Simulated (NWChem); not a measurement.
System: SiNH3F2; SMILES N[SiH](F)F

Here is an NWChem input.

```
start job
memory heap 200 mb stack 900 mb global 1100 mb
geometry units angstroms
  Si    -0.071437    -0.047294     0.377735
  N      1.591332    -0.293303     0.104191
  F     -0.844234    -1.068406    -0.572177
  F     -0.413913     1.406276    -0.180758
  H     -0.655614    -0.153632     1.693169
  H      1.982931    -1.218693     0.134940
  H      2.263901     0.397105     0.390511
end
basis spherical
  * library def2-svp
end
dft
  xc pbe0
  iterations 150
end
driver
  maxiter 120
end
task dft optimize
task dft freq
```

NWChem printed, in part:

```
             Northwest Computational Chemistry Package (NWChem) 7.3.0
             --------------------------------------------------------

 CS  symmetry detected

                             Geometry "geometry" -> ""
                             -------------------------

 Output coordinates in angstroms (scale by  1.889725989 to convert to a.u.)

  No.       Tag          Charge          X              Y              Z
 ---- ---------------- ---------- -------------- -------------- --------------
    1 Si                  14.0000     0.36487169     0.04572927     0.00000000
    2 N                    7.0000    -0.25892528    -1.53889132     0.00000000
    3 F                    9.0000    -0.25812889     0.77948975    -1.27106535
    4 F                    9.0000    -0.25812889     0.77948975     1.27106535
    5 H                    1.0000     1.78355798     0.31080722     0.00000000
    6 H                    1.0000    -0.21648228    -2.10479660    -0.82991877
    7 H                    1.0000    -0.21648228    -2.10479660     0.82991877

 Effective nuclear repulsion energy (a.u.)     186.7141243197

      Symmetry information
      --------------------

 Group name             Cs
 Group number              2
 Group order               2
 No. of unique centers     5

                                Z-matrix (autoz)
                                --------

 Units are Angstrom for bonds and degrees for angles

[...]

      ----------------------
      Optimization converged
      ----------------------

  Step       Energy      Delta E   Gmax     Grms     Xrms     Xmax
  ---- ---------------- -------- -------- -------- -------- --------
@   11    -545.21824431 -3.6D-08  0.00003  0.00001  0.00024  0.00055
                                     ok       ok       ok       ok

                                Z-matrix (autoz)
                                --------

 Units are Angstrom for bonds and degrees for angles

      Type          Name      I     J     K     L     M      Value     Gradient
      ----------- --------  ----- ----- ----- ----- ----- ---------- ----------
    1 Stretch                  1     2                       1.69404    0.00003
    2 Stretch                  1     3                       1.61361    0.00000
    3 Stretch                  1     4                       1.61361    0.00000
    4 Stretch                  1     5                       1.47685    0.00002
    5 Stretch                  2     6                       1.01154    0.00002
    6 Stretch                  2     7                       1.01154    0.00002
    7 Bend                     1     2     6               123.03100   -0.00000
    8 Bend                     1     2     7               123.03100   -0.00000
    9 Bend                     2     1     3               108.21620   -0.00000
   10 Bend                     2     1     4               108.21620   -0.00000
   11 Bend                     2     1     5               118.01147    0.00000
   12 Bend                     3     1     4               109.59178   -0.00000
   13 Bend                     3     1     5               106.30916    0.00000
   14 Bend                     4     1     5               106.30916    0.00000
   15 Bend                     6     2     7               113.34704    0.00000
   16 Torsion                  3     1     2     6          25.95673    0.00000
   17 Torsion                  3     1     2     7        -144.63804   -0.00000
   18 Torsion                  4     1     2     6         144.63804    0.00000
   19 Torsion                  4     1     2     7         -25.95673   -0.00000
   20 Torsion                  5     1     2     6         -94.70261    0.00000
   21 Torsion                  5     1     2     7          94.70261   -0.00000

                         Geometry "geometry" -> "geometry"
                         ---------------------------------

 Output coordinates in angstroms (scale by  1.889725989 to convert to a.u.)

  No.       Tag          Charge          X              Y              Z
 ---- ---------------- ---------- -------------- -------------- --------------
    1 Si                  14.0000     0.36039432     0.05424642     0.00000000
    2 N                    7.0000    -0.09258436    -1.57810816     0.00000000
    3 F                    9.0000    -0.25786084     0.74929405    -1.31848643
    4 F                    9.0000    -0.25786084     0.74929405     1.31848643
    5 H                    1.0000     1.80222643     0.37394903     0.00000000
    6 H                    1.0000    -0.30701633    -2.09082196    -0.84519482
    7 H                    1.0000    -0.30701633    -2.09082196     0.84519482

 Effective nuclear repulsion energy (a.u.)     184.7175271322

      Symmetry information
      --------------------

 Group name             Cs
 Group number              2
 Group order               2
 No. of unique centers     5

                Final and change from initial internal coordinates
                --------------------------------------------------

                                Z-matrix (autoz)
                                --------

 Units are Angstrom for bonds and degrees for angles

[...]

 Rotational Constants
 --------------------
 A=   0.225411 cm-1  (  0.324309 K)
 B=   0.218656 cm-1  (  0.314590 K)
 C=   0.127059 cm-1  (  0.182805 K)

 Temperature                      =   298.15K
 frequency scaling parameter      =   1.0000

 Zero-Point correction to Energy  =   25.178 kcal/mol  (  0.040124 au)
 Thermal correction to Energy     =   28.345 kcal/mol  (  0.045171 au)
 Thermal correction to Enthalpy   =   28.937 kcal/mol  (  0.046114 au)

 Total Entropy                    =   71.888 cal/mol-K
   - Translational                =   39.145 cal/mol-K (mol. weight =  83.0003)
   - Rotational                   =   25.047 cal/mol-K (symmetry #  =        1)
   - Vibrational                  =    7.697 cal/mol-K

 Cv (constant volume heat capacity) =   16.068 cal/mol-K
   - Translational                  =    2.979 cal/mol-K
   - Rotational                     =    2.979 cal/mol-K
   - Vibrational                    =   10.109 cal/mol-K

[normal modes left out]

 ----------------------------------------------------------------------------
 Normal Eigenvalue ||           Projected Infra Red Intensities
  Mode   [cm**-1]  || [atomic units] [(debye/angs)**2] [(KM/mol)] [arbitrary]
 ------ ---------- || -------------- ----------------- ---------- -----------
    1     -129.248 ||    0.000446           0.010         0.434       0.069
    2       -0.000 ||    0.000714           0.016         0.696       0.111
    3       -0.000 ||    0.000053           0.001         0.051       0.008
    4       -0.000 ||    0.000759           0.018         0.740       0.118
    5        0.000 ||    0.001344           0.031         1.310       0.209
    6        0.000 ||    0.002740           0.063         2.671       0.426
    7        0.000 ||    0.000779           0.018         0.759       0.121
    8      143.414 ||    0.217455           5.017       211.986      33.842
    9      274.475 ||    0.026348           0.608        25.685       4.100
   10      297.688 ||    0.000024           0.001         0.023       0.004
   11      401.898 ||    0.059643           1.376        58.142       9.282
   12      735.545 ||    0.001103           0.025         1.075       0.172
   13      826.056 ||    0.076598           1.767        74.671      11.921
   14      853.345 ||    0.043365           1.000        42.275       6.749
   15      867.450 ||    0.009335           0.215         9.100       1.453
   16      971.091 ||    0.266531           6.149       259.827      41.479
   17     1004.621 ||    0.288401           6.654       281.147      44.883
   18     1523.201 ||    0.082806           1.910        80.723      12.887
   19     2326.541 ||    0.131568           3.035       128.259      20.476
   20     3644.608 ||    0.064186           1.481        62.572       9.989
   21     3750.917 ||    0.075188           1.735        73.297      11.701
 ----------------------------------------------------------------------------

 ===============================================================================
      Negative Nuclear Hessian Mode    1  Eigenvalue =   -129.25 cm**(-1)
 -------------------------------------------------------------------------------
   Raw step length:  0.476 angstroms ;  The Raw step for this mode is:
    1 Si                  14.0000     0.00000000    -0.00000000    -0.01659697
    2 N                    7.0000     0.00000002    -0.00000000     0.03680386
    3 F                    9.0000    -0.00344434     0.02674001    -0.00203008
    4 F                    9.0000     0.00344433    -0.02674001    -0.00203010
    5 H                    1.0000     0.00000000    -0.00000001    -0.06270820
    6 H                    1.0000     0.29879820    -0.13676270     0.04430383
    7 H                    1.0000    -0.29879847     0.13676280     0.04430379

  Geometry after  100.0% step for mode  1; Step length =  0.476 angstroms
   Maximum component (any atom: x,y, or z) displacement:  0.565
    1 Si                  14.0000     0.36039432     0.05424642    -0.01659697
    2 N                    7.0000    -0.09258433    -1.57810816     0.03680386
    3 F                    9.0000    -0.26130518     0.77603406    -1.32051651
    4 F                    9.0000    -0.25441651     0.72255403     1.31645634
    5 H                    1.0000     1.80222643     0.37394902    -0.06270820
    6 H                    1.0000    -0.00821814    -2.22758466    -0.80089099
    7 H                    1.0000    -0.60581480    -1.95405916     0.88949861

  Geometry after -100.0% step for mode  1; Step length =  0.476 angstroms
   Maximum component (any atom: x,y, or z) displacement:  0.565
    1 Si                  14.0000     0.36039431     0.05424642     0.01659697
    2 N                    7.0000    -0.09258438    -1.57810815    -0.03680386
    3 F                    9.0000    -0.25441650     0.72255404    -1.31645636
    4 F                    9.0000    -0.26130517     0.77603406     1.32051653
    5 H                    1.0000     1.80222643     0.37394903     0.06270820
    6 H                    1.0000    -0.60581453    -1.95405926    -0.88949865
    7 H                    1.0000    -0.00821786    -2.22758476     0.80089103

  Geometry after   50.0% step for mode  1; Step length =  0.238 angstroms
   Maximum component (any atom: x,y, or z) displacement:  0.282
    1 Si                  14.0000     0.36039432     0.05424642    -0.00829849
    2 N                    7.0000    -0.09258434    -1.57810816     0.01840193
    3 F                    9.0000    -0.25958301     0.76266405    -1.31950147
    4 F                    9.0000    -0.25613868     0.73592404     1.31747138
    5 H                    1.0000     1.80222643     0.37394902    -0.03135410
    6 H                    1.0000    -0.15761723    -2.15920331    -0.82304291
    7 H                    1.0000    -0.45641557    -2.02244056     0.86734672

  Geometry after  -50.0% step for mode  1; Step length =  0.238 angstroms
   Maximum component (any atom: x,y, or z) displacement:  0.282
    1 Si                  14.0000     0.36039432     0.05424642     0.00829849
    2 N                    7.0000    -0.09258437    -1.57810816    -0.01840193
    3 F                    9.0000    -0.25613867     0.73592404    -1.31747139
    4 F                    9.0000    -0.25958301     0.76266406     1.31950148
    5 H                    1.0000     1.80222643     0.37394903     0.03135410
    6 H                    1.0000    -0.45641543    -2.02244061    -0.86734673
    7 H                    1.0000    -0.15761710    -2.15920336     0.82304292

  Geometry after   35.4% step for mode  1; Step length =  0.169 angstroms
   Maximum component (any atom: x,y, or z) displacement:  0.200
    1 Si                  14.0000     0.36039432     0.05424642    -0.00587870
    2 N                    7.0000    -0.09258435    -1.57810816     0.01303605
    3 F                    9.0000    -0.25908084     0.75876545    -1.31920549
    4 F                    9.0000    -0.25664085     0.73982264     1.31776737
    5 H                    1.0000     1.80222643     0.37394902    -0.02221146
    6 H                    1.0000    -0.20118098    -2.13926378    -0.82950225
    7 H                    1.0000    -0.41285178    -2.04238010     0.86088738

  Geometry after  -35.4% step for mode  1; Step length =  0.169 angstroms
   Maximum component (any atom: x,y, or z) displacement:  0.200
    1 Si                  14.0000     0.36039432     0.05424642     0.00587870
    2 N                    7.0000    -0.09258436    -1.57810816    -0.01303605
    3 F                    9.0000    -0.25664084     0.73982264    -1.31776737
    4 F                    9.0000    -0.25908083     0.75876545     1.31920550
    5 H                    1.0000     1.80222643     0.37394903     0.02221146
    6 H                    1.0000    -0.41285168    -2.04238014    -0.86088739
    7 H                    1.0000    -0.20118088    -2.13926382     0.82950226

  Geometry after   17.7% step for mode  1; Step length =  0.084 angstroms
   Maximum component (any atom: x,y, or z) displacement:  0.100
    1 Si                  14.0000     0.36039432     0.05424642    -0.00293935
    2 N                    7.0000    -0.09258435    -1.57810816     0.00651803
    3 F                    9.0000    -0.25847084     0.75402975    -1.31884596
    4 F                    9.0000    -0.25725084     0.74455835     1.31812690
    5 H                    1.0000     1.80222643     0.37394902    -0.01110573
    6 H                    1.0000    -0.25409865    -2.11504287    -0.83734854
    7 H                    1.0000    -0.35993406    -2.06660103     0.85304110

  Geometry after  -17.7% step for mode  1; Step length =  0.084 angstroms
   Maximum component (any atom: x,y, or z) displacement:  0.100
    1 Si                  14.0000     0.36039432     0.05424642     0.00293935
    2 N                    7.0000    -0.09258436    -1.57810816    -0.00651803
    3 F                    9.0000    -0.25725084     0.74455835    -1.31812690
    4 F                    9.0000    -0.25847084     0.75402975     1.31884597
    5 H                    1.0000     1.80222643     0.37394903     0.01110573
    6 H                    1.0000    -0.35993401    -2.06660105    -0.85304110
    7 H                    1.0000    -0.25409861    -2.11504289     0.83734854
```

Level: PBE0/def2-SVP. The optimisation ended at a saddle point (imaginary frequency).
